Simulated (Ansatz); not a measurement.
Ansatz (a quantum-chemistry and plane-wave program) job for In(Cl)3 anion (Cl3In), SMILES [Cl][In]([Cl])[Cl] (connectivity only; charge and spin as stated), charge -1, multiplicity 2, PBE-D3(BJ)/def2-SVPD. 

Ansatz 0.2 input:
```yaml
crystal:
  periodic: [false, false, false]
  atoms:
    - {symbol: In, position_ang: [-0.00000000, -0.00000000, 0.47911165]}
    - {symbol: Cl, position_ang: [2.00099973, -1.15527774, -0.46032296]}
    - {symbol: Cl, position_ang: [-2.00099973, -1.15527774, -0.46032296]}
    - {symbol: Cl, position_ang: [0.00000001, 2.31055547, -0.46032296]}
basis:
  gaussian:
    orbitals: def2-SVPD
hamiltonian:
  xc: pbe
  dispersion: d3bj
total_charge: -1
magnetization: {spin_polarized: true, initial_magnetization: 1}
relax: {f_tol: 0.002, max_steps: 200}
```

It prints:

```
WARN ansatz: RAYON_NUM_THREADS=1 ignored (pool sized by the plan → 1); use --threads N
Functional definition: PBE
integrals: 0.06 GiB planned
1181 factors; their error is unknown
mean field: 0.43 GiB planned
mean field evaluation 1: about -42721.3343 eV, gradient 1.0e1 eV
mean field evaluation 2: about -42720.2019 eV, gradient 1.7e1 eV
mean field evaluation 4: about -42721.9427 eV, gradient 5.4e-1 eV
mean field evaluation 8: about -42721.9166 eV, gradient 8.4e-3 eV
mean field evaluation 16: about -42721.9166 eV, gradient 9.5e-6 eV
mean field -42721.91662646 eV, -1570.0014780673 hartree, gradient 9.5e-6 eV, S^2 0.751443; 0 other end points of the search recorded, 0 dependent functions left out
the calculation of the forces begins
reference -42721.91666774 eV, -1570.0014795843 hartree; 37, 36 occupied and 76, 77 virtual orbitals, 1181 factors
relax step   1: F+E_penalty+E_count = -42722.03319830 eV  Δ(F+E_penalty+E_count) = +0.000e0 eV  max|allowed force component| = 2.127e-1 eV/Å  Δτ_max = 0.0000 Å  (29 SCF iters, accepted)
these checks for a lower state are left out or cut short: starts, cluster_reference, orbital_swaps, neighbouring_geometries, increment
integrals: 0.06 GiB planned
1181 factors; their error is unknown
mean field: 0.43 GiB planned
mean field -42721.93852052 eV, -1570.0022826592 hartree, gradient 1.7e-5 eV, S^2 0.751511; 0 other end points of the search recorded, 0 dependent functions left out
the calculation of the forces begins
reference -42721.93856189 eV, -1570.0022841795 hartree; 37, 36 occupied and 76, 77 virtual orbitals, 1181 factors
relax step   2: F+E_penalty+E_count = -42722.05149801 eV  Δ(F+E_penalty+E_count) = -1.830e-2 eV  max|allowed force component| = 4.542e-2 eV/Å  Δτ_max = 0.0613 Å  (28 SCF iters, accepted)
these checks for a lower state are left out or cut short: starts, cluster_reference, orbital_swaps, neighbouring_geometries, increment
integrals: 0.06 GiB planned
1181 factors; their error is unknown
mean field: 0.43 GiB planned
mean field -42721.93999625 eV, -1570.0023368911 hartree, gradient 4.6e-5 eV, S^2 0.751516; 0 other end points of the search recorded, 0 dependent functions left out
the calculation of the forces begins
reference -42721.94003771 eV, -1570.0023384147 hartree; 37, 36 occupied and 76, 77 virtual orbitals, 1181 factors
relax step   3: F+E_penalty+E_count = -42722.05225305 eV  Δ(F+E_penalty+E_count) = -7.550e-4 eV  max|allowed force component| = 1.656e-2 eV/Å  Δτ_max = 0.0256 Å  (26 SCF iters, accepted)
these checks for a lower state are left out or cut short: starts, cluster_reference, orbital_swaps, neighbouring_geometries, increment
integrals: 0.06 GiB planned
1181 factors; their error is unknown
mean field: 0.43 GiB planned
mean field evaluation 32: about -42721.9400 eV, gradient 1.7e-1 eV
mean field -42721.94002523 eV, -1570.0023379563 hartree, gradient 1.7e-5 eV, S^2 0.751518; 0 other end points of the search recorded, 0 dependent functions left out
the calculation of the forces begins
reference -42721.94006667 eV, -1570.0023394792 hartree; 37, 36 occupied and 76, 77 virtual orbitals, 1181 factors
relax step   4: F+E_penalty+E_count = -42722.05228571 eV  Δ(F+E_penalty+E_count) = -3.266e-5 eV  max|allowed force component| = 1.254e-4 eV/Å  Δτ_max = 0.0031 Å  (24 SCF iters, accepted)
integrals: 0.06 GiB planned
1181 factors; their error is unknown
mean field: 0.43 GiB planned
mean field -42721.94002523 eV, -1570.0023379563 hartree, gradient 1.7e-5 eV, S^2 0.751518; 1 other end points of the search recorded, 0 dependent functions left out
the calculation of the forces begins
reference -42721.94006667 eV, -1570.0023394792 hartree; 37, 36 occupied and 76, 77 virtual orbitals, 1181 factors
Total energy: -42722.05232715 eV, -1570.0064649756 hartree
Atom 0 at    -0.000038     0.000022     0.406788 Å, force    -0.000004     0.000002     0.000125 eV/Å
Atom 1 at     2.062889    -1.191010    -0.436227 Å, force     0.000017    -0.000010    -0.000043 eV/Å
Atom 2 at    -2.062927    -1.191120    -0.436209 Å, force    -0.000010    -0.000002    -0.000041 eV/Å
Atom 3 at     0.000076     2.382107    -0.436209 Å, force    -0.000003     0.000009    -0.000041 eV/Å
Dipole moment:    -0.000027     0.000016     0.529044 e Å
```

The run converged.

Cost: roughly 25 core-seconds.
